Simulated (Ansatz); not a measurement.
C₂H₇OSi, SMILES C[Si](C)O (connectivity only; charge and spin as stated), charge +1, multiplicity 1.

Coordinates come from a B3LYP-D3(BJ)/def2-SVP optimisation. The multiplicity is an assumed one; no other spin state was optimised. The isomer is the one that the SMILES or the coordinates give; other isomers of the formula were not compared. One conformer was computed; it need not be the lowest.

Two levels are set side by side: PBE/def2-SVPD (Ansatz, an electronic-structure program) and PBE0/def2-SVPD (Ansatz). Energy differences of separate SCF runs at the same geometry; the states with an electron removed or added have multiplicity 2 and 2. Differences are taken from unrounded values.

| quantity | PBE0 | PBE | PBE minus PBE0 |
|---|---|---|---|
| vertical ionisation energy (eV) | 17.13 | 16.74 | -0.39 |
| vertical electron affinity (eV) | 5.12 | 5.10 | -0.02 |
| vertical singlet–triplet gap (eV) | 5.73 | 5.37 | -0.36 |
